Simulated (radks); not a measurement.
Q: These are the eigenvalues of the occupied orbitals of an atom or ion with whole-number occupations (eV). All-electron calculation, Dirac Kohn-Sham, PBE, spin-unpolarised, spherical densities, finite nucleus; Fermi nuclear charge, rms radius of each element as measured or else 0.836 A^(1/3) + 0.57 fm. Program: a radial shooting solver on a logarithmic mesh with Libxc functionals.

1s1/2: -17689.43
2s1/2: -4157.126

Which element is it, and in what charge state? The configuration may be excited. Open shells, if any, fill j = l - 1/2 first.

A: Z = 37, rubidium, charge +33: Rb33+ in [He] 2s2. The 1s level, -650.07 hartree, gives Z - s = 36.1 by -(Z - s)^2/2, which with screening and relativity narrows Z to a few neighbours, and the depths must fix Z and the occupations together.
